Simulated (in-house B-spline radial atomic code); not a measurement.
## Binding energies in the rhenium ion Re³⁺

NIST's tabulated ground configuration is [Xe] 4f14 5d4; each binding energy is the energy of the ion with one electron taken from that subshell, relaxed, less that of the parent. Method: Dirac-Hartree-Fock, average of configuration, Fermi nucleus of rms radius 5.3698 fm. Calculated with a B-spline radial code for spherical atoms. Energies include first-order Breit, QED and recoil terms.

```
subshell  X-ray name  binding energy (eV)  -ε (eV)  relaxation (eV)
      1s           K              71714.6  72168.5             88.6
      2s          L1              12577.3  12675.6             52.9
   2p1/2          L2              12001.5  12103.4             57.4
   2p3/2          L3                10578  10660.9             54.2
      3s          M1               2981.9   3020.6             29.6
   3p1/2          M2               2727.3   2766.5             30.7
   3p3/2          M3               2414.4   2448.5             29.0
      4s          N1                673.6    687.5             11.9
   4p1/2          N2                  567    580.4             11.8
   4p3/2          N3                493.9    505.4             10.6
      5s          O1                  128    130.6              2.3
   5p1/2          O2                93.08    95.30             2.00
   4f5/2          N6                83.21    91.90             8.85
   5p3/2          O3                81.87    83.61             1.65
   4f7/2          N7                80.82    89.21             8.65
      5d        O4,5                38.02    38.76             0.75
```

Relaxation = -ε minus the binding energy without Breit, QED and recoil terms.

Emission lines follow as differences of binding energies, with λ = 12398.42 eV·Å / E:

| line | holes | energy (eV) | wavelength (Å) |
| --- | --- | --- | --- |
| K-L3 | 1s → 2p3/2 | 61136.6 | 0.2028 |
| K-L2 | 1s → 2p1/2 | 59713.1 | 0.20763 |
| K-M3 | 1s → 3p3/2 | 69300.2 | 0.17891 |
| L1-M3 | 2s → 3p3/2 | 10162.9 | 1.22 |
| L3-M1 | 2p3/2 → 3s | 7596.1 | 1.6322 |

**Question.** What screening constant σ does Moseley's law, E = (3/4)·13.6057 eV·(Z - σ)², need for K-L3?

**Answer.** σ = -2.40.

Moseley's non-relativistic formula needs a falling, then negative, screening constant for heavy elements, because relativity binds the 1s electron more strongly than the formula allows.

**Question.** What does it cost to remove both a 3s and a 5p3/2 electron?

**Answer.** 3082.5 eV, which is 18.77 eV more than the two single binding energies together.

**Question.** What does it cost to remove both a 2s and a 4f5/2 electron?

**Answer.** 12690 eV, which is 29.09 eV more than the two single binding energies together.

**Question.** What does it cost to remove both a 2p3/2 and a 4p1/2 electron?

**Answer.** 11185 eV, which is 39.58 eV more than the two single binding energies together.
